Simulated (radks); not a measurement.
Task: Species: Gd. Configuration: [Xe] 4f7 5d1 6s2. Calculated with a radial shooting solver on a logarithmic mesh with Libxc functionals: Dirac Kohn-Sham, relativistic LDA (MacDonald-Vosko exchange, VWN5 correlation), spin-unpolarised, spherical densities, finite nucleus; open shells fill j = l - 1/2 first; Fermi nuclear charge, rms radius 5.1569 fm.

Spin-orbit splittings of the eigenvalues, e(l+1/2) - e(l-1/2), with zeta = 2 splitting/(2l+1) and mean radii in bohr:

shell  occ.  splitting (eV)  zeta (eV)  <r> j=l-1/2  <r> j=l+1/2
2p        6           688.0      458.7      0.07768      0.08449
3p        6           141.2      94.14       0.2342       0.2472
3d       10           30.93      12.37       0.2190       0.2231
4p        6           31.61      21.07       0.5658       0.5955
4d       10           5.739      2.296       0.6308       0.6413
4f        7          0.7562     0.2161       0.8600       0.8731
5p        6           4.361      2.907        1.499        1.597
5d        1          0.2684     0.1073        2.778        2.881
6p        0               ?          ?        5.311        5.675

Estimate the 6p splitting.

Result: 0.2528 eV (zeta = 0.1685 eV).
